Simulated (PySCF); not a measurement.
Structure problem from calculated spectra and properties.

Formula: C3H11PSi2.

- NMR, other nuclei: isotropic shieldings of nuclei other than C and H, by class: 373 (1 Si), 384 (1 Si), 586 (1 P) ppm [GIAO B3LYP/pcSseg-1]
- Rotational structure: rotational constants A, B, C: 3.426, 0.665, 0.589 GHz [PBE0-D3(BJ)/def2-SVP]
- 13C NMR: chemical shifts (computed TMS as zero) by class: 161.1 (1 C), 154.1 (1 C), -5.5 (1 C) ppm [GIAO B3LYP/pcSseg-1]
- Valence photoelectron: vertical ionisation energy: 9.55 eV [ΔSCF CAM-B3LYP/def2-SVPD]
- Dipole: 0.93 D [CAM-B3LYP/def2-SVPD]
- Triplet: lowest triplet excitation (Tamm–Dancoff): 4.03 eV [TDA CAM-B3LYP/def2-SVPD]

The electronic properties come from PySCF, for the isolated species, density fitting. Levels stand in brackets. Geometry: PBE0-D3(BJ)/def2-SVP, one conformer, isolated molecule. Each NMR value is the plain mean over a class of atoms that symmetry, rotation or inversion makes alike.

Problem. Propose a structure and show how it fits.

Solution. Numbering: `[CH3:1][SiH2:2]/[CH:3]=[CH:4]/[SiH2:5][PH2:6]`. 3 carbons fall into 3 classes; from least to most shielded: alkene CH carbon [C3] (161.1 ppm), alkene CH carbon [C4] (154.1 ppm), Si-methyl carbon [C1] (-5.5 ppm). The other shieldings belong to: 373 ppm, SiH2 silicon [Si2]; 384 ppm, SiH2 silicon [Si5]; 586 ppm, three-coordinate phosphorus [P6]. The first electron is taken from the HOMO, whose largest Löwdin shares are 0.63 on the three-coordinate phosphorus, 0.14 on an SiH2 silicon and 0.06 on each of 2 atoms of one kind (P–H hydrogen). The optimised geometry has point group C1 and is an asymmetric top. Structure: `C[SiH2]/C=C/[SiH2]P`. Computed isomers that give other values at the same levels: `C=C(C)[SiH2]P[SiH3]` (13C chemical shifts (computed TMS as zero) by class: 149.9 (1 C), 137.6 (1 C), 25.3 (1 C) ppm); `P[SiH2][SiH2]C1CC1` (rotational constant A: 4.374 GHz; this holds for the one conformer computed); `C[Si]1(P)C[SiH2]C1` (13C chemical shifts (computed TMS as zero) by class: 4.1 (1 C), 1.1 (2 C) ppm). The assignments are read from this structure; whether some other isomer fits the data as well wasn't checked.

The values belong to the conformer `[CH3:1][SiH2:2]/[CH:3]=[CH:4]/[SiH2:5][PH2:6]`: C1–Si2–C3–C4 121°, C3–C4–Si5–P6 9°, H–P6–Si5–C4 177°, H–P6–Si5–C4 83°.
